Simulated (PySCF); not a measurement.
Compound: C4H14Ge2.
SMILES with atom numbers: `[CH3:1][C:2]([CH3:3])([CH3:4])[GeH2:5][GeH3:6]` (hydrogens: H7, H8, H9 on C1; H10, H11, H12 on C3; H13, H14, H15 on C4; H16, H17 on Ge5; H18, H19, H20 on Ge6)

Computed with core-valence-separated Tamm–Dancoff BHandHLYP/aug-pcX-1 (pcseg-1 on H, def2-SVPD on Ge) in PySCF, non-relativistic, gas phase, PBE0-D3(BJ)/def2-SVP geometry. The energies are unshifted.

(1) List the carbon K-edge absorption lines.

Answers

(1) 
```tsv
E (eV)	f	core hole on	main final orbital
285.37	0.0109	C3	LUMO (48 %)
285.41	0.0218	C1/C4	LUMO (2 roots, f summed)
285.50	0.0376	C2	LUMO+5 (37 %)
286.14	0.0865	C1/C3/C4	LUMO+3 (3 roots, f summed)
286.18	0.0603	C1/C4	spread (2 roots, f summed)
286.23	0.0330	C3	spread
286.61	0.0061	C1/C3/C4	spread (3 roots, f summed)
286.66	0.0005	C2	LUMO (87 %)
286.90	0.0043	C3	spread
286.98	0.0079	C2 + C4	LUMO+1 (2 roots, f summed)
286.99	0.0046	C1	spread
```

The first line with a tenth or more of the strongest one's intensity is at 285.37 eV (f = 0.011), with the hole on C3 (methyl carbon). The strongest listed is at 286.14 eV (f = 0.087, sum of 3; C1/C3/C4).

Roots within 0.03 eV whose holes lie on the same, on equivalent or on shared atoms are summed into one line, and the highest roots are left out, as the search may have cut off their partners. Final orbitals are the ground state's empty Kohn–Sham orbitals.

**Question.** What is the summed oscillator strength of the listed C K lines, and their intensity-weighted mean energy?

**Answer.** Σf = 0.274 over 11 lines from 285.37 to 286.99 eV; the weighted mean is 286.04 eV. The strongest line holds 32 % of the sum.

The ionisation thresholds weren't computed; near and above them a finite basis only mimics Rydberg series and continuum. The BHandHLYP/aug-pcX-1 (pcseg-1 on H, def2-SVPD on Ge) calculation is non-relativistic and has no spin–orbit coupling, an omission that weighs most on germanium.

On Arm Neoverse V2, one thread, shared host, this took 42 s.

The values belong to the conformer `[CH3:1][C:2]([CH3:3])([CH3:4])[GeH2:5][GeH3:6]`: C1–C2–Ge5–Ge6 -59°.
